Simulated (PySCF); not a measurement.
CH7ClSi2, SMILES C[SiH2][SiH2]Cl. Atoms are numbered in the order given.

```xyz
11

Si     0.8668     0.2917     0.8079
Cl     1.5795     0.3014    -1.1699
Si    -1.2634    -0.6972     0.7058
C     -2.2622     0.1673    -0.6494
H      0.8195     1.7189     1.2855
H      1.8540    -0.4586     1.6595
H     -1.9399    -0.5922     2.0499
H     -1.0763    -2.1581     0.3880
H     -2.4657     1.2219    -0.3757
H     -3.2307    -0.3438    -0.8196
H     -1.6854     0.1606    -1.5958
```
Charge 0, spin multiplicity 1.

Coordinates come from a PBE-D3(BJ)/def2-SVP optimisation. One conformer was computed; it need not be the lowest.

All values below come from PySCF 2.14.0 with PBE-D3(BJ)/def2-SVP.

Frequencies are harmonic and unscaled.

### Question
List the normal modes with their intensities. (The exact figures need the calculation; the answer reports its results.)

### Answer

```csv
mode,ν (cm⁻¹),IR (km/mol),moving atoms (share of kinetic energy)
1,56,0.8,"H 32 %, C 27 %, Si 23 %, Cl 19 %"
2,96,2.2,"Cl 35 %, H 23 %, C 21 %, Si 21 %"
3,154,0.7,"H 72 %, Si 17 %, C 10 %"
4,182,1.7,"H 51 %, Si 32 %, C 9 %, Cl 8 %"
5,381,17.5,"H 77 %, Si 19 %"
6,407,5.1,"Si 72 %, H 23 %"
7,473,3.8,"H 82 %, Si 18 %"
8,521,46.8,"Si 52 %, Cl 42 %"
9,596,2.3,H 91 %
10,640,6.8,H 90 %
11,673,1.8,"H 53 %, C 32 %, Si 14 %"
12,705,42.3,"H 60 %, Si 22 %, C 17 %"
13,779,282.9,"H 88 %, Si 10 %"
14,850,104.7,"H 78 %, C 11 %, Si 11 %"
15,860,36.4,"H 79 %, C 16 %"
16,894,42.2,H 95 %
17,909,72.5,H 95 %
18,1213,11.2,"H 80 %, C 20 %"
19,1383,6.4,H 96 %
20,1388,3.0,H 96 %
21,2140,80.4,H 97 %
22,2150,39.8,H 97 %
23,2154,105.8,H 96 %
24,2164,131.0,H 96 %
25,2981,2.6,H 97 %
26,3085,1.1,"H 91 %, C 9 %"
27,3087,0.4,"H 91 %, C 9 %"
```
